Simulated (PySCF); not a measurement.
Br2H2InN, SMILES [Br][In]([Br])[NH2]. Heavy atoms are numbered as in [In:1]([Br:2])([Br:3])[NH2:4]. Hydrogens are named by the atom that carries them.

Geometry optimised at PBE0-D3(BJ)/def2-SVP. The structure was generated by enumeration; whether it is a known compound was not checked. The def2 effective core potentials stand for the cores of In; spin–orbit coupling is left out. The values are those of a single conformer.

Computed with r2SCAN/def2-TZVP run with PySCF.

ESP charges are fitted to the potential on shells at 1.4 to 2.0 van der Waals radii. Atomic charges (e), one atom of each kind:

```csv
atom,Mulliken,ESP fit
In1,___,0.61
Br2,___,-0.23
N4 (NH2),___,-0.75
H on N4,___,0.30
```

**Question.** Some entries are withheld; supply them. (An estimate is asked for; the answer gives what the named calculation found.)

**Answer.** 
- In1, Mulliken: 0.86
- Br2, Mulliken: -0.33
- N4 (NH2), Mulliken: -0.69
- H on N4, Mulliken: 0.25
